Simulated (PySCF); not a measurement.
Ga(Br)2(OH) (Br2GaHO), SMILES [Br][Ga]([Br])[OH]. Geometry optimised at PBE-D3(BJ)/def2-SVP. The structure was generated by enumeration; whether it is a known compound was not checked. Other conformers were not sampled.

Computed with PBE-D3(BJ)/def2-SVP (PySCF).

Harmonic wavenumbers (cm⁻¹): 83, 133, 145, 258, 342, 343, 692, 829, 3714. Rotational constants (GHz): 3.039, 0.7927, 0.6287; symmetry number 1.

Question: Work out the zero-point energy and the ideal-gas rigid-rotor harmonic-oscillator thermochemistry at 298.15 K and 1 atm.

Answer: ZPE = ½ Σ hcν = ½ × 6538 cm⁻¹ = 39.10 kJ/mol. H − E(el) = 58.20 kJ/mol. Entropy in J/(mol K): translation 177.43, rotation 124.44, vibration 58.78, total 360.65. G − E(el) = -49.33 kJ/mol. Cp = 84.18 J/(mol K). Modes under 150 cm⁻¹ make the vibrational entropy uncertain.
